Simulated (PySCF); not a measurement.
PySCF 2.14 output of an unrestricted BHandHLYP calculation on a single atom or ion in x2c-TZVPPall with one added diffuse shell each of s, p, d type (7s6p5d1f, 57 functions), with scalar relativity by spin-free X2C-1e:

```
SCF conv_tol = 1e-09
number electrons alpha = 18  beta = 16
    A. D. Becke.,  J. Chem. Phys. 98, 1372 (1993)
    Defined through Gaussian implementation.
cycle= 1 E= -2260.70152363654  delta_E= -0.00617  |g|= 0.0597  |ddm|= 0.133
cycle= 2 E= -2260.70206235676  delta_E= -0.000539  |g|= 0.0404  |ddm|= 0.0565
cycle= 3 E= -2260.70228875193  delta_E= -0.000226  |g|= 0.00528  |ddm|= 0.0188
cycle= 4 E= -2260.7023474862  delta_E= -5.87e-05  |g|= 0.00286  |ddm|= 0.02
cycle= 5 E= -2260.70236900345  delta_E= -2.15e-05  |g|= 0.000745  |ddm|= 0.0128
cycle= 6 E= -2260.70237315868  delta_E= -4.16e-06  |g|= 5.75e-05  |ddm|= 0.00883
cycle= 7 E= -2260.70237316896  delta_E= -1.03e-08  |g|= 4.19e-06  |ddm|= 0.00042
cycle= 8 E= -2260.702373169  delta_E= -4.23e-11  |g|= 7.79e-07  |ddm|= 2.59e-05
converged SCF energy = -2260.702373169  <S^2> = 2.0098032  2S+1 = 3.0065284
```

The run itself started from symmetry-adapted Hartree-Fock orbitals and held the occupation by maximum overlap, on a logarithmic radial grid, so the iterations belong to that start.

Q: Which element, charge and spin multiplicity is this?

A: As⁻ (arsenic, charge -1), multiplicity 3; the state was [Ar] 3d10 4s2 4p4, high-spin 3P determinant.

At BHandHLYP the highest occupied level has a positive energy, so only the finite basis holds that electron; in a semilocal or global hybrid functional this comes from self-interaction and does not mean that the real anion is unbound.
